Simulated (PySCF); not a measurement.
Ligands exchanged one at a time, Ge F-H. Gas-phase values, no solvent. Strings in code marks are SMILES.

The four lowest singlet excitations (Tamm–Dancoff). All values below come from r2SCAN-D4/def2-TZVP (PySCF 2.14.0). Excitations are Tamm–Dancoff values on a coarser integration grid. The basis has no diffuse functions, so Rydberg states are missing or too high.

| state | energy (eV) | wavelength (nm) | oscillator strength |
|---|---|---|---|
| S1 | 8.39 | 148 | 0.000 |
| S2 | 8.72 | 142 | 0.004 |
| S3 | 9.42 | 132 | 0.002 |
| S4 | 9.48 | 131 | 0.097 |

Which member gives these states?
A. `[F][GeH2][F]`
B. `[F][GeH3]`
C. `[F][GeH]([F])[F]`

A, `[F][GeH2][F]`
